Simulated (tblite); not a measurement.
A tight-binding relaxation on `C[O][GaH2-][O+]1CC=CC1`.

Computed with GFN2-xTB geometry optimisation, gas phase (tblite 0.8.0). Start geometry: from a force field or distance geometry. A driver script takes a list of jobs; this job's settings line and coordinates (Å) are shown.

Command:
```bash
OMP_NUM_THREADS=1 python probes_run.py task.json out
```

Input:
```
{"job": {"kind": "relax", "xc": "GFN2-xTB", "basis": "xTB"}, "charge": 0, "multiplicity": 1}
C      3.027800    -0.267500     0.042200
O      1.997700     0.598000     0.429300
Ga     0.706800     0.744400    -0.834600
O     -0.886500     1.011400     0.019000
C     -1.966500     0.469400    -0.643500
C     -2.035300    -0.941400    -0.189200
C     -1.394700    -1.009900     0.999900
C     -0.926300     0.395400     1.274600
H      2.667200    -1.325200    -0.008200
H      3.386400     0.030600    -0.967100
H      3.819600    -0.254100     0.786100
H      0.732500    -0.562500    -1.735800
H      1.115000     2.026800    -1.745500
H     -1.868900     0.495900    -1.746300
H     -2.906400     0.964900    -0.270400
H     -2.499600    -1.775600    -0.682000
H     -1.253800    -1.892000     1.628100
H      0.032000     0.410200     1.804800
H     -1.756800     0.890500     1.831200
```

Output:
```
step      E/eV     max force
  0    -696.98306    2.744
  1    -697.22957    2.090
  2    -697.39108    1.149
  3    -697.48371    0.600
  4    -697.53512    0.594
  5    -697.56337    0.474
  6    -697.58413    0.330
  7    -697.59711    0.352
  8    -697.60934    0.313
  9    -697.62249    0.443
... (182 lines left out)
192    -698.05448    0.011
193    -698.05450    0.013
194    -698.05453    0.014
195    -698.05456    0.012
196    -698.05461    0.014
197    -698.05466    0.017
198    -698.05471    0.019
199    -698.05475    0.017
200    -698.05479    0.012
201    -698.05482    0.008
```

«max force» is the largest atomic force in eV/Å.

Task: From which step on does the largest force stay under 0.1 eV/Å, and how much energy is left to gain from there?

Result: From step 176 (0.049 eV/Å), 2.7 meV above the end.

In short: energy lowered by 24.7 kcal/mol over 201 steps; largest atomic force 0.008 eV/Å at the end.

Task: Give the final coordinates.

Result: 0.975 Å rms from the input after alignment:
```
atom  x, y, z in Å
C1     3.4609    0.2134    0.2519
O2     2.2228    0.1534   -0.4092
Ga3    0.8495    0.3375   -1.4129
O4    -0.7012    0.5833    0.0420
C5    -2.0161    0.6416   -0.5177
C6    -2.7183   -0.5506    0.0534
C7    -1.9729   -1.0966    0.9979
C8    -0.7041   -0.3192    1.1530
H9     4.0798   -0.6428   -0.0329
H10    3.9952    1.1325   -0.0018
H11    3.3049    0.1896    1.3357
H12    0.3952   -1.0142   -2.0057
H13    0.6083    1.6782   -2.1419
H14   -1.9311    0.6180   -1.6107
H15   -2.5050    1.5816   -0.2198
H16   -3.6874   -0.8602   -0.2887
H17   -2.1954   -1.9534    1.6049
H18    0.1995   -0.9353    1.1013
H19   -0.6945    0.2525    2.0937
```

Task: Estimate the wall time. Hardware: one thread of an Arm Neoverse N1, shared host.

Result: About 2.4 s.
Labels such as C1 count atoms from 1, the log's own numbers from 0.
